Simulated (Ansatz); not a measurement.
Cost and result for the atomization energy of C₂H₈GeO₂Si (`O[SiH2]/C=[CH]\[GeH2][OH]`) (14 atoms, 13 bonds).

```xyz
14

O    -1.051   -1.541    0.226
Si   -0.211   -1.288    1.629
C     0.969    0.089    1.264
C     0.968    0.800    0.135
Ge   -0.201    0.660   -1.412
O     0.413    2.071   -2.337
H    -1.986   -1.735    0.286
H    -1.153   -0.936    2.729
H     0.527   -2.514    2.037
H     1.719    0.328    2.020
H     1.706    1.593    0.006
H     0.000   -0.598   -2.273
H    -1.695    0.901   -1.116
H    -0.005    2.171   -3.193
```

Charge 0, multiplicity 1. Correlated methods include outer-core shells of Ge, which these sets cover unevenly. Scalar relativity is left out up to krypton. The geometry is a stationary point of PBE0-D4/def2-TZVP. It is one conformer, not always the lowest. Program: Ansatz. All runs use 2 threads of an AMD EPYC 7R13 on a shared host and a share of an NVIDIA H100 80 GB. Times are those of one run each, without the atoms' runs, and a repeat can differ threefold. Electronic energies, without spin–orbit coupling; frozen cores. CCSD(T)/CBS adds CCSD(T) − MP2 in def2-TZVPP to the MP2 limit, and its time is that of the two runs behind it. T1 = 0.012. With those shells the extrapolation isn't a true limit. B3LYP takes the VWN-RPA correlation (the form of Gaussian; ORCA's B3LYP/G).

CCSD(T)/CBS is a level of theory with its own doubt, some kJ/mol a heavy atom from the limit and from the frozen cores, so smaller differences don't rank the functionals.

```tsv
level	functions	wall time	atomization (kJ/mol)	difference from CCSD(T)/CBS	per bond
B3LYP-D4/def2-TZVPP (with forces)	326	1.9 s	5065.8	-43.2	-3.3
PBE0-D4/def2-TZVPP	326	2.3 s	5051.2	-57.8	-4.4
B2PLYP/def2-TZVPP	326	2.6 s	5023.1	-85.9	-6.6
ωB97X-V/def2-TZVPP	326	2.6 s	5101.0	-8.0	-0.6
PBE-D4/def2-TZVPP (with forces)	326	3 s	5140.1	31.1	2.4
ωB97M-V/def2-TZVPP (with forces)	326	3.1 s	5086.8	-22.2	-1.7
r2SCAN-D4/def2-TZVPP (with forces)	326	3.4 s	5092.5	-16.5	-1.3
MP2/def2-QZVPP	627	4.9 s	5133.4	24.4	1.9
CCSD(T)/def2-TZVPP	326	6 s	4978.7	-130.3	-10.0
CCSD(T)/CBS(def2)	–	11 s	5109.0	0.0	0.0
```

From PBE to PBE0 (25 % exact exchange), in def2-TZVPP and without D4, the atomization energy moves by −83.8 kJ/mol: exact exchange takes away binding that semilocal exchange gives to molecules. The D4 term adds +55.6 kJ/mol with B3LYP and +29.4 kJ/mol with PBE0; it sums over pairs of atoms, weighted by their polarisabilities, and B3LYP, whose exchange is more repulsive, gets the larger term. In def2-TZVPP, CCSD(T) changes the Hartree–Fock value by +1318.2 kJ/mol (the triples alone add +78.1 kJ/mol) and MP2 by +1396.0 kJ/mol; breaking electron pairs costs correlation energy, which Hartree–Fock lacks.
